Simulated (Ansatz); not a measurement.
Reaction (redistribution): `O[SiH2]/C=C/[SeH]` + `N[SiH2][SiH](O)F` → `N[SiH2][SeH]` + `O[SiH2]/C=C\[SiH](O)F`

Calculated with Ansatz (gas phase, PBE0-D4/def2-TZVP geometries, no zero-point term in ΔE). CCSD(T)/CBS is the MP2 limit (def2-TZVPP, def2-QZVPP) plus CCSD(T) − MP2 in def2-TZVPP, frozen cores. Double bonds are as drawn, so ΔE can hold a change between cis and trans. Functionals use def2-TZVPP. B3LYP here is the variant with VWN-RPA as its local correlation; programs differ in this. For Se outer-core shells are correlated without core-valence functions, which leaves a few kJ/mol of doubt a bond. Scalar relativity is left out up to krypton. Each species was taken in one conformer, which may not be the lowest.

CCSD(T)/CBS gives -139.0 kJ/mol.

Problem. Another level gave -133.9 kJ/mol. Which?
A. B3LYP-D4/def2-TZVPP
B. PBE-D4/def2-TZVPP
C. B3LYP/def2-TZVPP
D. PBE/def2-TZVPP

Solution. A. B3LYP-D4 -133.9, PBE-D4 -119.4, B3LYP -125.3, PBE -114.0 kJ/mol.

Largest T1 diagnostic among the species: 0.012.

From PBE to PBE0 (25 % exact exchange), in def2-TZVPP and without D4, ΔE moves by −10.3 kJ/mol. The D4 term adds −8.6 kJ/mol with B3LYP and −4.7 kJ/mol with PBE0; it sums over pairs of atoms, weighted by their polarisabilities, and B3LYP, whose exchange is more repulsive, gets the larger term.
